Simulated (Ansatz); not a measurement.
Basis sets compared for Al2F2. The state is a singlet with charge 0. Geometry r2SCAN-D4/def2-TZVP. Ansatz on 4 threads of Arm Neoverse V1 on a shared host; times are rough, and most runs start from earlier orbitals.

```xyz
4

Al   -1.4733   -0.1691    0.2153
Al    1.4764    0.1694   -0.2113
F    -2.1567    1.2945    0.6126
F     2.1535   -1.2948   -0.6166
```

The structure comes from a short search, and lower isomers may exist.

Binding counts from free atoms (Al doublet, F doublet) in the same basis, without a counterpoise term.

```tsv
level	functions	energy (Eh)	HOMO (eV)	LUMO (eV)	binding per atom (eV)	wall time
PBE-D4/def2-SVP	64	-683.8891	-5.46	-2.85	3.58	0.35 s
PBE-D4/def2-TZVP	136	-684.3220	-5.55	-2.99	3.60	0.75 s
r2SCAN-D4/def2-TZVP	136	-684.6315	-5.66	-2.92	3.50	1.5 s
PBE0-D4/def2-SVP	64	-683.9263	-6.29	-2.26	3.40	0.45 s
PBE0-D4/def2-TZVP (with forces)	136	-684.3554	-6.35	-2.34	3.44	1.1 s
```

(1) Estimate the rows for PBE-D4/def2-TZVPD, r2SCAN-D4/def2-TZVPD, PBE0-D4/def2-TZVPD.

Answers

(1) 
```
               level  functions  energy (Eh)  HOMO (eV)  LUMO (eV)  binding per atom (eV)  wall time
   PBE-D4/def2-TZVPD        166    -684.3246      -5.59      -3.03                   3.59        1 s
r2SCAN-D4/def2-TZVPD        166    -684.6335      -5.68      -2.95                   3.51      2.1 s
  PBE0-D4/def2-TZVPD        166    -684.3576      -6.38      -2.39                   3.44      1.4 s
```
